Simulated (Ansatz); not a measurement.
`C[NH][GaH2]` + HI → `[GaH2][I]` + CH₃NH₂ at 600 K and 1 bar (ligand exchange at a Ga–N bond).

Calculated with Ansatz (gas phase, PBE0-D4/def2-TZVP geometries, no zero-point term in ΔE). CBS: MP2 limit from def2 TZ/QZ plus the TZ coupled-cluster correction, frozen cores. def2 core potentials past Kr. For Ga, I outer-core shells are correlated without core-valence functions, which leaves a few kJ/mol of doubt a bond. Scalar relativity is left out up to krypton.

| species | CCSD(T)/CBS energy (Eh) | H − E (kJ/mol) | S (J/(mol·K)) |
| --- | --- | --- | --- |
| `C[NH][GaH2]` | -2020.30020 | 225.6 | 374.6 |
| HI | -298.03592 | 31.6 | 227.0 |
| `[GaH2][I]` | -2222.61527 | 67.0 | 325.9 |
| CH₃NH₂ | -95.75281 | 199.3 | 283.8 |

H − E and S are ideal-gas, rigid-rotor, harmonic terms from PBE0-D4/def2-TZVP. 1 Eh = 2625.50 kJ/mol, R = 8.31446 J/(mol·K).

By hand: ΔE, ΔH, ΔS and ΔG.

ΔE = (-2222.61527) + (-95.75281) − (-2020.30020) − (-298.03592) = -0.03196 Eh = -83.9 kJ/mol. Δ(H − E) = 67.0 + 199.3 − 225.6 − 31.6 = 9.1, so ΔH = -74.8 kJ/mol. ΔS = 325.9 + 283.8 − 374.6 − 227.0 = 8.1 J/(mol·K). ΔG = -74.8 − 600 × (8.1)/1000 = -79.7 kJ/mol.

By hand: the equilibrium constant, and the temperature at which ΔG would vanish if ΔH and ΔS stayed fixed.

log₁₀ K = −ΔG/(RT ln 10) = 6.9. ΔH and −TΔS have one sign here, so there is no such temperature.

The number of gas molecules stays the same, so ΔS is small and ΔH decides. A doubt of 5 kJ/mol in ΔE shifts log₁₀ K by 0.4 here. These are equilibria of isolated gas molecules and say nothing of rates. Largest T1 diagnostic: 0.015 (customary marks: 0.02 for closed shells, 0.045 for open ones).
